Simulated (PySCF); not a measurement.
TaCl4, SMILES [Cl][Ta+]([Cl])([Cl])[Cl], charge +1, multiplicity 1. Heavy atoms are numbered as in [Ta+:1]([Cl:2])([Cl:3])([Cl:4])[Cl:5].

Coordinates come from a PBE-D3(BJ)/def2-SVP optimisation. The spin state was assumed, not searched. The isomer is the one that the SMILES or the coordinates give; other isomers of the formula were not compared. The def2 effective core potentials stand for the cores of Ta; spin–orbit coupling is left out.

Calculation: PBE/def2-TZVP (PySCF).

ESP charges are fitted to the potential on shells at 1.4 to 2.0 van der Waals radii. Atomic charges (e), one atom of each kind:

| atom | Löwdin | ESP fit |
|---|---|---|
| Ta1 | -0.30 | 0.19 |
| Cl2 | 0.33 | 0.20 |
